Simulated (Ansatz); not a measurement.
C2H3NO, SMILES `COC#N` (charge 0, multiplicity 1).

All values below come from Ansatz (an electronic-structure program) with B3LYP/cc-pVTZ // B3LYP-D3(BJ)/def2-TZVP.

Ansatz 0.2 input:
```yaml
crystal:
  periodic: [false, false, false]
  atoms:
    - { symbol: C, position_ang: [-0.841316, 0.14306, -0.049693] }
    - { symbol: O, position_ang: [0.26701, -0.723708, -0.425465] }
    - { symbol: C, position_ang: [1.422042, -0.360372, 0.006869] }
    - { symbol: N, position_ang: [2.474663, -0.062641, 0.379151] }
    - { symbol: H, position_ang: [-0.926904, 0.173548, 1.035228] }
    - { symbol: H, position_ang: [-0.674567, 1.140921, -0.451909] }
    - { symbol: H, position_ang: [-1.720929, -0.310808, -0.494179] }
basis:
  gaussian: { orbitals: cc-pVTZ }
hamiltonian:
  xc: b3lyp
```

Output:

```
Functional definition: B3LYP
850 factors; their error is unknown
mean field evaluation 1: about -5653.9705 eV, gradient 5.9e1 eV
mean field evaluation 2: about -5642.3946 eV, gradient 9.1e1 eV
mean field evaluation 4: about -5660.5686 eV, gradient 5.1e0 eV
mean field evaluation 8: about -5660.6122 eV, gradient 1.6e-1 eV
mean field evaluation 16: about -5660.6033 eV, gradient 2.0e-5 eV
mean field -5660.60325139 eV, -208.0233325939 hartree, gradient 2.0e-5 eV, S^2 0.000000; 0 other end points of the search recorded, 0 dependent functions left out
reference -5660.60345126 eV, -208.0233399390 hartree; 15, 15 occupied and 147, 147 virtual orbitals, 850 factors
Total energy: -5660.60345126 eV, -208.0233399390 hartree
```
